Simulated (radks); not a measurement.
Fractional charge and spin in the 4p shell of palladium: the spin-up occupation runs from 2 to 3 and the spin-down occupation from 2 to 3; the fullest corner is Pd, [Ar] 3d10 4s2 4d10 4p(up 3, down 3). Method: scalar-relativistic Kohn-Sham, r2SCAN, spin-polarised, spherical densities, finite nucleus; meta-GGA in the generalised Kohn-Sham scheme; Fermi nuclear charge, rms radius of each element as measured or else 0.836 A^(1/3) + 0.57 fm; computed with a radial shooting solver on a logarithmic mesh with Libxc functionals. Energy (eV) minus the two flat planes that join the four corners (they meet along the diagonal where the two added fractions sum to one electron); zero is where a piecewise linear energy would lie.

\begin{tabular}{lrrrrr}
down \ up & 2 & 2.25 & 2.5 & 2.75 & 3 \\ \hline
2 & 0.000 & -1.364 & -1.800 & -1.335 & 0.000 \\
2.25 & -1.364 & -1.703 & -1.142 & 0.288 & -1.145 \\
2.5 & -1.800 & -1.142 & 0.384 & -0.954 & -1.496 \\
2.75 & -1.335 & 0.288 & -0.954 & -1.401 & -1.097 \\
3 & 0.000 & -1.145 & -1.496 & -1.097 & 0.000 \\
\end{tabular}

Corners above the fullest one (they belong to Pd+ and the next ion): (up 3, down 2) 58.273 eV, (up 2, down 3) 58.273 eV, (up 2, down 2) 131.35 eV. With half an added electron in each spin the energy lies 0.384 eV from the planes, and with half an added electron in spin up alone -1.800 eV. The planes are only a guide here: the flat-plane condition holds for ground states with one frontier orbital, while this shell lies below other occupied shells, so the corners above the fullest one are inner-hole states and not the ground states of those ions.
